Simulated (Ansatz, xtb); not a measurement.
# C4H3Cl2FO: which of two isomers lies lower

We compare X, `O=C=C[C@](F)(Cl)CCl`, a singlet, with Y, `O=C=C[C@H](F)C(Cl)Cl`, a singlet. Both are isolated molecules in the gas phase, relaxed with r2SCAN-D4/def2-SVP; each stands in its lowest conformer found.

Quicker runs give these differences E(Y) − E(X): GFN2-xTB +14.16 kJ/mol; HF/STO-3G +30.73 kJ/mol (at GFN2-xTB geometries); r2SCAN-D4/def2-SVP//GFN2-xTB +15.30 kJ/mol.

Q: Estimate E(Y) − E(X) at the level CCSD(T)/def2-SVP + ΔMP2/def2-TZVPP.

A: Calculated at CCSD(T)/def2-SVP + ΔMP2/def2-TZVPP: E(Y) − E(X) = +7.70 kJ/mol, so structure X lies lower.

Level by level:

```tsv
level	geometry	E(Y) − E(X) (kJ/mol)	departure from the last row (kJ/mol)	job, with rough time for the two
GFN2-xTB	GFN2-xTB	+14.16	+6.46	optimisation, 0.41 s
HF/STO-3G	GFN2-xTB	+30.73	+23.03	single point, 0.44 s
r2SCAN-D4/def2-SVP//GFN2-xTB	GFN2-xTB	+15.30	+7.60	single point, 4 s
r2SCAN-D4/def2-SVP	r2SCAN-D4/def2-SVP	+15.96	+8.26	optimisation, 48 s
HF/def2-SVP	r2SCAN-D4/def2-SVP	+12.58	+4.88	part of the CCSD(T) run
MP2/def2-SVP	r2SCAN-D4/def2-SVP	+14.89	+7.19	part of the CCSD(T) run
CCSD(T)/def2-SVP	r2SCAN-D4/def2-SVP	+14.61	+6.91	single point
CCSD(T)/def2-SVP + ΔMP2/def2-TZVPP	r2SCAN-D4/def2-SVP	+7.70		single point, 67 s
```

As drawn, both hold the same kinds of bond in the same numbers.

None of the levels shown reverses the order. The largest departure from CCSD(T)/def2-SVP + ΔMP2/def2-TZVPP is that of HF/STO-3G, 23.03 kJ/mol. The last row adds to CCSD(T) the change of the MP2 difference between the two basis sets, here −6.91 kJ/mol.

With thermal terms from frequencies at re-optimised GFN2-xTB minima (ideal gas, soft modes damped towards free rotors, one conformer each, 298.15 K, 1 atm): the zero-point term adds +0.66 kJ/mol; ΔH is +8.33 and ΔG +8.09 kJ/mol.

The correlated steps freeze 16 core orbitals. Run with Ansatz 0.2.0, xtb 6.7.1; the last row on 4 threads of Arm Neoverse V1 on a shared host.
